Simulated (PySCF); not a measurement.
CHF₂, SMILES F[CH]F (connectivity only; charge and spin as stated), charge +1, multiplicity 1.

Coordinates come from a B3LYP-D3(BJ)/def2-TZVP optimisation. The multiplicity is an assumed one; other spin states were not compared. The isomer is the one that the SMILES or the coordinates give; other isomers of the formula were not compared.

Vertical ionisation energy (IE) and electron affinity (EA) in eV. Rows of orbital energies are one-electron estimates. Where ΔSCF, EOM or ADC give a negative EA the extra electron is unbound and the value depends on the basis.

| level | IE | EA |
|---|---|---|
| −ε(HOMO), −ε(LUMO), ωB97X/def2-TZVPD (PySCF) | 23.89 | 8.49 |
| −ε(HOMO), −ε(LUMO), M06-2X/def2-TZVPD (PySCF) | 23.32 | 9.84 |
| ADC(2)/aug-cc-pVDZ (PySCF) | 23.94 | 7.93 |

Computed lowest 1s main lines (those of the lightest heavy element) from CVS-ADC(2)-x/aug-cc-pVDZ (PySCF, non-relativistic), with pole strengths:
311.1 eV (1.56).

**Question.** Beyond the first one, list the lowest photoelectron lines from ADC(2)/aug-cc-pVDZ run with PySCF with their pole strengths (two spins summed). (Estimate from the structure and the level; the computed values follow.)

**Answer.** 24.04 eV (1.76), 24.75 eV (1.77), 27.61 eV (1.78), 29.06 eV (1.76), 29.58 eV (1.78).
